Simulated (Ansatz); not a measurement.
All values below come from frozen-core CCSD(T)/def2-TZVPP // PBE-D3(BJ)/def2-SVP in Ansatz (an electronic-structure program). The restricted HF reference is unstable towards unrestricted orbitals. Warnings of the run: large_difference.

Ansatz 0.2 input:
```yaml
crystal:
  periodic: [false, false, false]
  atoms:
    - { symbol: Cr, position_ang: [0.000589, -0.001171, -0.000337] }
    - { symbol: O, position_ang: [0.787637, -0.93812, 0.962919] }
    - { symbol: O, position_ang: [0.00611, -0.641412, -1.419931] }
    - { symbol: F, position_ang: [-1.606113, 0.155838, 0.546176] }
    - { symbol: F, position_ang: [0.762985, 1.521958, -0.060734] }
basis:
  gaussian: { orbitals: def2-TZVPP }
correlation:
  method: ccsd_t
```

Output:

```
Functional definition: HF
1291 factors; integrals over basis functions are off by at most 9.9e-4 eV
mean field evaluation 1: about -37846.4502 eV, gradient 1.3e2 eV
mean field evaluation 2: about -37846.7140 eV, gradient 1.3e2 eV
mean field evaluation 4: about -37868.0777 eV, gradient 6.8e1 eV
mean field evaluation 8: about -37873.6445 eV, gradient 1.3e0 eV
mean field evaluation 16: about -37873.7123 eV, gradient 3.7e-2 eV
mean field evaluation 32: about -37873.7101 eV, gradient 3.9e-1 eV
mean field evaluation 64: about -37866.1910 eV, gradient 6.6e0 eV
mean field evaluation 96: about -37856.7600 eV, gradient 6.8e1 eV
mean field evaluation 128: about -37868.3103 eV, gradient 1.0e1 eV
mean field evaluation 160: about -37867.0188 eV, gradient 2.8e-2 eV
mean field evaluation 192: about -37866.2716 eV, gradient 3.2e0 eV
mean field evaluation 224: about -37864.9096 eV, gradient 5.9e-4 eV
mean field evaluation 256: about -37869.1332 eV, gradient 1.0e1 eV
mean field evaluation 288: about -37864.7608 eV, gradient 4.2e0 eV
mean field evaluation 320: about -37864.2298 eV, gradient 9.4e-3 eV
mean field evaluation 352: about -37863.3435 eV, gradient 1.5e-2 eV
mean field evaluation 384: about -37864.8029 eV, gradient 2.7e0 eV
mean field evaluation 416: about -37861.5222 eV, gradient 2.5e0 eV
mean field evaluation 448: about -37862.8311 eV, gradient 3.0e-2 eV
mean field evaluation 480: about -37861.4137 eV, gradient 7.8e0 eV
mean field evaluation 512: about -37859.9668 eV, gradient 1.3e-2 eV
mean field -37873.71234567 eV, -1391.8332569791 hartree, gradient 3.7e-6 eV, S^2 0.000000; 0 other end points of the search recorded, 0 dependent functions left out; unrestricted orbitals would lower it
mean field evaluation 544: about -37877.0777 eV, gradient 1.1e0 eV
mean field evaluation 576: about -37873.7045 eV, gradient 1.0e0 eV
mean field evaluation 608: about -37873.7123 eV, gradient 8.4e-6 eV
mean field evaluation 640: about -37873.8506 eV, gradient 1.8e0 eV
mean field evaluation 672: about -37877.2807 eV, gradient 4.0e-3 eV
mean field evaluation 704: about -37876.4480 eV, gradient 1.9e-3 eV
mean field evaluation 736: about -37780.4110 eV, gradient 9.2e1 eV
mean field evaluation 768: about -37876.8989 eV, gradient 5.1e0 eV
mean field evaluation 800: about -37874.4915 eV, gradient 1.8e-1 eV
mean field evaluation 832: about -37873.7484 eV, gradient 9.5e0 eV
mean field evaluation 864: about -37873.8084 eV, gradient 3.6e0 eV
mean field evaluation 896: about -37876.8552 eV, gradient 2.8e-1 eV
mean field evaluation 928: about -37873.7122 eV, gradient 3.7e-2 eV
mean field evaluation 960: about -37877.2533 eV, gradient 9.3e-1 eV
mean field evaluation 992: about -37873.5710 eV, gradient 5.0e0 eV
mean field evaluation 1024: about -37877.1093 eV, gradient 7.5e-1 eV
mean field evaluation 1056: about -37876.8546 eV, gradient 3.2e-1 eV
mean field evaluation 1088: about -37873.7121 eV, gradient 1.4e-1 eV
mean field evaluation 1120: about -37870.8760 eV, gradient 1.5e1 eV
mean field evaluation 1152: about -37873.7123 eV, gradient 8.8e-4 eV
mean field evaluation 1184: about -37873.7010 eV, gradient 4.0e-1 eV
mean field evaluation 1216: about -37873.7123 eV, gradient 5.9e-5 eV
unrestricted determinant -37877.28070546 eV, -1391.9643917827 hartree, S^2 1.8012
9 core orbitals not correlated
reference -37873.71234567 eV, -1391.8332569791 hartree; 20, 20 occupied and 159, 159 virtual orbitals, 1291 factors
second order -52.71474942 eV of doubles, -0.00000000 eV of singles
cycle   1  -35.48040115 eV  change     1.7e1 eV  update   7.5e-1
cycle   2  -44.43471348 eV  change    -9.0e0 eV  update    1.1e0
cycle   3  -45.61151850 eV  change    -1.2e0 eV  update   1.3e-1
cycle   4  -45.60768721 eV  change    3.8e-3 eV  update   8.5e-2
cycle   5  -45.45885091 eV  change    1.5e-1 eV  update   4.1e-2
cycle   6  -45.51893420 eV  change   -6.0e-2 eV  update   1.5e-2
cycle   7  -45.54298241 eV  change   -2.4e-2 eV  update   6.4e-3
cycle   8  -45.52662732 eV  change    1.6e-2 eV  update   4.3e-3
cycle   9  -45.52005209 eV  change    6.6e-3 eV  update   1.7e-3
cycle  10  -45.52032711 eV  change   -2.8e-4 eV  update   6.6e-4
cycle  11  -45.52123051 eV  change   -9.0e-4 eV  update   4.7e-4
cycle  12  -45.52121283 eV  change    1.8e-5 eV  update   2.2e-4
cycle  13  -45.52126190 eV  change   -4.9e-5 eV  update   1.2e-4
cycle  14  -45.52150391 eV  change   -2.4e-4 eV  update   6.5e-5
cycle  15  -45.52143328 eV  change    7.1e-5 eV  update   2.8e-5
cycle  16  -45.52143788 eV  change   -4.6e-6 eV  update   2.0e-5
perturbative correction -3.58102655 eV, -0.1316002985 hartree
WARN: the results are in doubt because among natural orbitals full CI differs from the method by -0.124 eV
Total energy: -37922.81481010 eV, -1393.6377392641 hartree
In doubt: among natural orbitals full CI differs from the method by -0.124 eV
```

Cost: roughly 6 core-minutes.
